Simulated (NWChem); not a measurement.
# C$_{4}$H$_{3}$FN$_{2}$; SMILES c1ncc(cn1)F

Computed with NWChem. Pople sets run with spherical d functions. Medium grid unless said otherwise, to which SCAN and Minnesota functionals are sensitive. Structure relaxed at the B3LYP/6-31G* (spherical d) level. Level r2SCAN/6-31G*: single points from the atomic guess with DIIS by default; each run changes one setting, and all converged runs end within 0.3 mHa of each other. NWChem's automatic level shift, which a small gap switches on, acted in some of these runs.

### Question
Which setting needs the most SCF iterations, or fails (defaults; core-Hamiltonian guess; no DIIS, 40 % damping; no level shifting; DIIS on 3 Fock matrices; occupation smearing of 0.005 Ha)?

### Answer
no DIIS, 40 % damping, with 32 against 10 for the defaults.
| setting | SCF iterations |
|---|---|
| defaults | 10 |
| no DIIS, 40 % damping | 32 |
| occupation smearing of 0.005 Ha | 10 |
| core-Hamiltonian guess | 15 |
| no level shifting | 10 |
| DIIS on 3 Fock matrices | 12 |
